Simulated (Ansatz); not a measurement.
`N=C[SiH2]F`. Total charge 0; spin multiplicity 1. The geometry is a stationary point of PBE0-D4/def2-TZVP. It is one conformer, not always the lowest.

```xyz
8

N     1.483    0.894   -0.627
C     0.924    0.228    0.298
Si   -0.834   -0.436    0.213
F    -1.405    0.024   -1.210
H     0.853    1.023   -1.423
H     1.528    0.041    1.195
H    -0.861   -1.918    0.278
H    -1.688    0.143    1.277
```

(1) What is the dipole moment at r2SCAN/def2-TZVPP? (An estimate is asked.)

(2) And with PBE, B3LYP, ωB97M-V? (Estimate.)

(3) Give the Mulliken charges with r2SCAN, B3LYP, ωB97M-V in def2-TZVPP. (An estimate is asked.)

Answers

(1) Ansatz gave: 1.86 D, with components (-0.95, -0.99, 1.26) D in this frame, pointing from negative to positive charge.

(2) Computed: PBE 1.78 D, B3LYP 1.97 D, ωB97M-V 1.97 D.

(3) Computed: 
```
atom  r2SCAN  B3LYP  ωB97M-V
  N1   -0.27  -0.22    -0.21
  C2   -0.04  -0.11    -0.12
 Si3    0.58   0.57     0.49
  F4   -0.33  -0.33    -0.32
  H5    0.16   0.15     0.13
  H6    0.06   0.09     0.10
  H7   -0.08  -0.07    -0.03
  H8   -0.08  -0.07    -0.03
```

B3LYP here is the variant with VWN-RPA as its local correlation; programs differ in this.
